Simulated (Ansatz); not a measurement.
Two structures, one formula

Two relaxed structures of NaSnH₃O, closed shell (PBE0-D4/def2-TZVP; forces vanish, vibrations not checked).

A:

```tsv
atom	x (Å)	y (Å)	z (Å)
Na1	-0.9531	-2.3603	0.4658
O2	-0.8676	-0.4191	1.2509
Sn3	0.2130	0.1105	-0.5222
H4	-1.0135	0.2984	1.8666
H5	-0.7032	1.5444	-0.9643
H6	1.5445	0.9740	0.2339
```

B:

```xyz
6
angstrom
Na -1.1284 -2.5829 1.6690
O -0.3048 -0.8011 0.6865
Sn 0.1829 0.3668 -0.6359
H 1.6770 0.2407 -1.4471
H -0.8807 1.5628 -1.2227
H -1.9582 -4.2912 2.1062
```

Computed with Ansatz 0.2.0 (basis: def2-TZVPP); correlated methods freeze the cores. Filled d shells of the heavier atoms are correlated. Core potentials replace the inner electrons of the atoms past krypton. The outer core shell of Li, Na, Mg and K is correlated. The def2 sets are not built for correlating such inner shells, so the correlated values are less sure here. B3LYP uses VWN-RPA correlation.

Q: Which structure is lower at CCSD(T), and by how much? (An estimate is asked for; the value comes from the calculation.)

A: The calculation gives: A, by 3.542 eV (electronic energy, against the other). By their contacts, A is NaSnH₃O ([OH]1[Na][SnH2]1) and B is NaSnH₃O ([NaH][O][SnH2]).

All methods give the same order:

```json
{"method": "PBE-D4", "E(B) − E(A) (eV)": "3.198"}
{"method": "r2SCAN-D4", "E(B) − E(A) (eV)": "3.476"}
{"method": "PBE0-D4", "E(B) − E(A) (eV)": "3.605"}
{"method": "B3LYP-D4", "E(B) − E(A) (eV)": "3.429"}
{"method": "wB97M-V", "E(B) − E(A) (eV)": "3.626"}
{"method": "HF", "E(B) − E(A) (eV)": "3.817"}
{"method": "MP2", "E(B) − E(A) (eV)": "3.600"}
{"method": "CCSD", "E(B) − E(A) (eV)": "3.658"}
{"method": "CCSD(T)", "E(B) − E(A) (eV)": "3.542"}
```

The T1 diagnostic stays at or below 0.024.

Labels in which every atom is bracketed show which atoms are joined, not bond orders.

For scale, one of the runs: CCSD(T)/def2-TZVPP, 155 basis functions, launched by `ansatz run in.yaml --threads 2 --pin off --events-out ev --progress --plain --max-ram 4352MiB`. The run took 56 s on 2 CPU threads of an Arm Neoverse V2 (shared host), with 1.4 GiB of host memory at its peak.
